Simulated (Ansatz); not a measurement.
A run for Ansatz (a first-principles code): U-B3LYP/def2-TZVPP on ClGeH (SMILES [Cl][GeH]), a point of a bond scan (R = 1.445 Å).

Ansatz 0.2 input:
```yaml
crystal:
  periodic: [false, false, false]
  atoms:
    - {symbol: Ge, position_ang: [0.52862057, -0.16248943, 0.50490017]}
    - {symbol: H, position_ang: [1.51118041, -0.36124860, -0.53592840]}
    - {symbol: Cl, position_ang: [-1.09036542, 0.32841146, -0.91207233]}
basis:
  gaussian:
    orbitals: def2-TZVPP
hamiltonian:
  xc: {name: B3LYP}
magnetization: {spin_polarized: true, initial_magnetization: 0}
```

Problem. What total energy does the run end on?

Solution. -2537.8874 hartree.
